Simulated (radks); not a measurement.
Results of a calculation; reference values are marked as such.
Ionisation of neutral lutetium, [Xe] 4f14 5d1 6s2, to [Xe] 4f14 6s2 as the strength of local exchange is varied. Code: a radial shooting solver on a logarithmic mesh with Libxc functionals. Model: Dirac Kohn-Sham, Slater X-alpha exchange (alpha = 2/3 is LDA exchange), no correlation, spin-unpolarised, spherical densities, point nucleus; open shells are shared between the two j in proportion to 2j + 1.

alpha  E(Lu) (hartree)  exchange (hartree)  IE (eV)  -e of the level emptied (eV)  <r> of it (bohr)
0.595      -14534.2812           -254.5066    3.819                 0.523 (5d5/2)             3.435
0.648      -14556.9714           -277.6623    4.244                 0.790 (5d5/2)             3.222
0.667      -14565.1153           -285.9824    4.402                 0.894 (5d5/2)             3.158
0.675      -14568.5458           -289.4885    4.469                 0.940 (5d5/2)             3.133
0.68       -14570.6904           -291.6808    4.512                 0.968 (5d5/2)             3.117
0.772      -14610.2126           -332.1418    5.324                 1.545 (5d5/2)             2.879
0.913      -14671.0150           -394.6060    6.688                 2.585 (5d5/2)             2.620
1.023      -14718.6422           -443.7165    7.845                 3.512 (5d5/2)             2.467

NIST Atomic Spectra Database: 5.426 eV (measured). The Delta-SCF value meets it near alpha = 0.78. Spin polarisation and multiplet splitting are left out, so open shells lie too high by an amount that depends on their filling. Sharing an open shell by 2j + 1 raises it above the true ground level by a part of the spin-orbit splitting, which enters the differences from NIST.

Beside tabulated values, note that spin-unpolarised runs miss the spin-polarisation part of the exchange energy of open shells.
